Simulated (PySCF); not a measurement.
CH₄BrFOSi, SMILES CO[SiH](F)Br. Atoms are numbered in the order given.

```xyz
9

Si    -0.4553     0.3377     0.4835
F     -0.6323     1.8765     0.0221
Br     1.5169    -0.3748    -0.1567
O     -1.5722    -0.5930    -0.2642
C     -2.9693    -0.4599    -0.1549
H     -0.5707     0.3107     1.9577
H     -3.3182     0.4909    -0.5910
H     -3.3057    -0.5089     0.8959
H     -3.4388    -1.2880    -0.7042
```

Geometry optimised at PBE0-D3(BJ)/def2-SVP. This is a generated structure with no PubChem entry under its InChIKey; it may be hypothetical. One conformer was computed; it need not be the lowest.

Level of theory: PBE/pcSseg-1 run with PySCF.

GIAO shieldings, no solvent; atoms alike by connectivity are averaged. δ = σ(ref) − σ: ²⁹Si against TMS (σ = 335.4 ppm); ¹⁹F against CFCl3 (σ = 133.6 ppm); ¹⁷O against H2O (σ = 334.3 ppm); ¹³C against TMS (σ = 182.0 ppm); ¹H against TMS (σ = 31.49 ppm), references at their B3LYP-D3(BJ)/def2-TZVP geometries, non-relativistic (without spin–orbit terms, shifts of atoms bonded to Cl or Br come out too high).

**Question.** Estimate the chemical shifts. (An estimate is asked for; the answer gives what the named calculation found.)

**Answer.** 
```json
[
 {"nucleus": "²⁹Si", "atoms": "Si1", "count": "1", "δ (ppm)": "-14.8"},
 {"nucleus": "¹⁹F", "atoms": "F2", "count": "1", "δ (ppm)": "-146.0"},
 {"nucleus": "¹⁷O", "atoms": "O4", "count": "1", "δ (ppm)": "71.5"},
 {"nucleus": "¹³C", "atoms": "C5", "count": "1", "δ (ppm)": "56.4"},
 {"nucleus": "¹H", "atoms": "H6", "count": "1", "δ (ppm)": "5.92"},
 {"nucleus": "¹H", "atoms": "H7, H8, H9", "count": "3", "δ (ppm)": "4.20"}
]
```
